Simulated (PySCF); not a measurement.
ClLi, triplet, geometry from GFN2-xTB (such geometries of metal compounds can be far from the true shape) (a higher spin typed on purpose: for a closed-shell molecule this is an excited state). Base run: PBE/def2-SVP run with PySCF.

PySCF was given this input:
```python
from pyscf import gto, scf, dft, solvent

mol = gto.Mole()
mol.atom = '''
    Li   -0.000000   -0.000000   -2.119923
    Cl    0.000000    0.000000    0.374104
'''
mol.basis = 'def2-svp'
mol.charge = 0
mol.spin = 2
mol.verbose = 3
mol.build()

mf = dft.UKS(mol)
mf.xc = 'pbe'
mf.kernel()
```

Each row names what was changed in the base input (with any setting that the change needs).

```tsv
change	ΔE vs base (kcal/mol)	dipole (D)
base	0.000	3.13
model = ddCOSMO; solvent = toluene	-5.50	3.18
model = IEF-PCM; solvent = toluene; lebedev_order = 41	-1.40	3.64
model = SS(V)PE; solvent = toluene	-1.37	3.63
model = COSMO; solvent = toluene	-1.37	3.63
model = IEF-PCM; solvent = 2-propanol	-3.14	4.30
model = IEF-PCM; solvent = tetrahydrofuran	-2.63	4.11
model = IEF-PCM; solvent = chloroform	-2.23	3.96
model = IEF-PCM; solvent = toluene; vdw_scale = 1.0	-2.61	3.62
model = IEF-PCM; solvent = toluene; lebedev_order = 11	-1.41	3.63
model = IEF-PCM; solvent = toluene; r_probe = 0.5	-0.88	3.54
model = IEF-PCM; solvent = water	-3.42	4.40
```

The base is the gas phase, so ΔE is the electrostatic part of solvation at a fixed geometry, without cavity and dispersion terms.

Open shells are given as the SCF converged; they aren't shown to be the lowest states, and a large step between rows can be another state.
